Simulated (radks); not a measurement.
La31+, 26 electrons, occupied as [Ar] 3d8. Calculated with a radial shooting solver on a logarithmic mesh with Libxc functionals: non-relativistic Kohn-Sham, TPSS, spin-polarised, spherical densities, point nucleus; open shells are filled with parallel spins first (spin-orbit coupling, left out, can overturn this in heavy ions); meta-GGA in the generalised Kohn-Sham scheme; relativity is left out, which matters for an element this heavy. Some entries of the table are withheld. Estimate them.

| orbital | occ. | eigenvalue (eV) | <1/r> (bohr^-1) |
|---|---|---|---|
| 1s down | 1 | -38189.98 | 56.48 |
| 1s up | 1 | -38189.97 | 56.48 |
| 2s up | 1 | -6920.582 | 13.07 |
| 2s down | 1 | -6914.685 | 13.08 |
| 2p up | 3 | -6609.444 | 13.08 |
| 2p down | 3 | -6605.074 | 13.08 |
| 3s up | 1 | -2311.651 | 5.012 |
| 3s down | 1 | -2305.083 | 5.001 |
| 3p up | 3 | -2181.117 | 4.949 |
| 3p down | 3 | -2173.975 | 4.938 |
| 3d up | 5 | (1) | 4.837 |
| 3d down | 3 | (2) | 4.829 |
| 4s up | 0 | -1125.744 | (3) |
| 4s down | 0 | -1123.671 | (4) |
| 4p up | 0 | -1071.920 | 2.451 |
| 4p down | 0 | -1069.730 | 2.447 |

Answer. 
(1) 3d up eigenvalue (eV): -1948.154
(2) 3d down eigenvalue (eV): -1939.196
(3) 4s up <1/r> (bohr^-1): 2.497
(4) 4s down <1/r> (bohr^-1): 2.492
